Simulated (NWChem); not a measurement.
The numbers come from NWChem runs, not from measurements. System: hydrogen bromide (HBr), charge 0, spin multiplicity 1, at a geometry optimised with B3LYP/def2-SVP. Level: G0W0@PBE/def2-SVP, RI basis def2-svp-rifit.

Input file:

```
start mol
memory heap 200 mb stack 700 mb global 1700 mb
geometry units angstroms nocenter noautoz
  Br     0.000000     0.000000     0.039672
  H      0.000000     0.000000    -1.388521
  symmetry group C2v
end
basis spherical
  * library def2-svp
end
basis "ri basis" bse spherical
  * library def2-svp-rifit
end
dft
  xc xpbe96 cpbe96
  iterations 100
  direct
  tolerances tight
end
task dft energy
gw
  states alpha occ 4 vir 2
end
task dft gw
```

Part of the output:

```
             Northwest Computational Chemistry Package (NWChem) 7.3.0
             --------------------------------------------------------

                                NWChem Input Module
                                -------------------

 Scaling coordinates for geometry "geometry" by  1.889725989
 (inverse scale =  0.529177249)

 Turning off AUTOSYM since
 SYMMETRY directive was detected!

                             Geometry "geometry" -> ""
                             -------------------------

 Output coordinates in angstroms (scale by  1.889725989 to convert to a.u.)

  No.       Tag          Charge          X              Y              Z
 ---- ---------------- ---------- -------------- -------------- --------------
    1 Br                  35.0000     0.00000000     0.00000000     0.03967200
    2 H                    1.0000     0.00000000     0.00000000    -1.38852100

 Effective nuclear repulsion energy (a.u.)      12.9682778973

            Nuclear Dipole moment (a.u.)
            ----------------------------
        X                 Y               Z
 ---------------- ---------------- ----------------
     0.0000000000     0.0000000000    -0.0000018897

      Symmetry information
      --------------------

 Group name             C2v
 Group number             16
 Group order               4
 No. of unique centers     2

      Symmetry unique atoms

     1    2


 Summary of "ao basis" -> "" (spherical)
 ------------------------------------------------------------------------------
       Tag                 Description            Shells   Functions and Types
 ---------------- ------------------------------  ------  ---------------------
 *                          def2-svp                  on all atoms

 new library libraries.bse/

 Summary of "ri basis" -> "" (spherical)
 ------------------------------------------------------------------------------
       Tag                 Description            Shells   Functions and Types
 ---------------- ------------------------------  ------  ---------------------
 *                       def2-svp-rifit               on all atoms
[...]
           0.000000000000           7.249598731626           0.000000000000
           0.000000000000           0.000000000000           0.000000000000

     Multipole analysis of the density
     ---------------------------------

     L   x y z        total         alpha         beta         nuclear
     -   - - -        -----         -----         ----         -------
     0   0 0 0     -0.000000    -18.000000    -18.000000     36.000000

     1   1 0 0     -0.000000     -0.000000     -0.000000      0.000000
     1   0 1 0     -0.000000     -0.000000     -0.000000      0.000000
     1   0 0 1     -0.401271     -0.200634     -0.200634     -0.000002

     2   2 0 0    -14.465249     -7.232625     -7.232625      0.000000
     2   1 1 0     -0.000000     -0.000000     -0.000000      0.000000
     2   1 0 1      0.000000      0.000000      0.000000      0.000000
     2   0 2 0    -14.465249     -7.232625     -7.232625      0.000000
     2   0 1 1      0.000000      0.000000      0.000000      0.000000
     2   0 0 2    -11.515991     -9.298842     -9.298842      7.081692

 Task  times  cpu:        3.1s     wall:        3.1s

                                NWChem Input Module
                                -------------------

                                 NWChem GW Module
                                 ----------------

                             ***********************
                             ***        GW       ***
                             ***********************

 Summary of "ri basis" -> "ri basis" (spherical)
 ------------------------------------------------------------------------------
       Tag                 Description            Shells   Functions and Types
 ---------------- ------------------------------  ------  ---------------------
 Br                      def2-svp-rifit             33      127   10s9p7d4f3g
 H                       def2-svp-rifit              6       14   3s2p1d

                 Memory Information
                 ------------------
          Available GA per process is          1700.0 MBs
          Available stack per process is        700.0 MBs
          Available heap per process is           0.0 MBs

          Peak memory in Initialization
              Peak GA per process is                  0.9 MBs
              Peak stack per process is               0.0 MBs
              Peak heap per process is                1.1 MBs
              Memory not in MA per process            0.0 MBs

          Peak memory in AFF Calculation
              Peak GA per process is                  2.0 MBs
              Peak stack per process is               0.9 MBs
              Peak heap per process is                0.0 MBs
              Memory not in MA per process            0.9 MBs

          Computing 2-center integrals
          Computing Inverse Cholesky factor
          Computing 3-center integrals
          Computing V_xc ...

          Computing Sigma_x
          Computing RPA polarizability
          Solving quasiparticle equations

                  Alpha Orbitals
          State     Energy (eV)     Error (eV)
          -----------------------------------
@GW        15        -22.417           0.000
@GW        16        -14.802           0.004
@GW        17        -10.707           0.002
@GW        18        -10.707           0.002
@GW        19          3.176           0.002
@GW        20         11.046           0.002

   Applying  -3.5951 eV scissor-shift to rest of particle states

   Applying   4.0405 eV scissor-shift to rest of hole states

     GW Timing Statistics
   ------------------------
   Init.   :          0.1s
     ERIs  :          0.1s
     Distr.:          0.0s
     Vxc   :          0.1s
   Sigma_x :          0.0s
   RPA     :          0.0s
   Wmn     :          0.0s
   Sigma_c :          0.0s
   GW total:          0.3s

 Task  times  cpu:        0.3s     wall:        0.3s

 Total times  cpu:        3.4s     wall:        3.4s
```
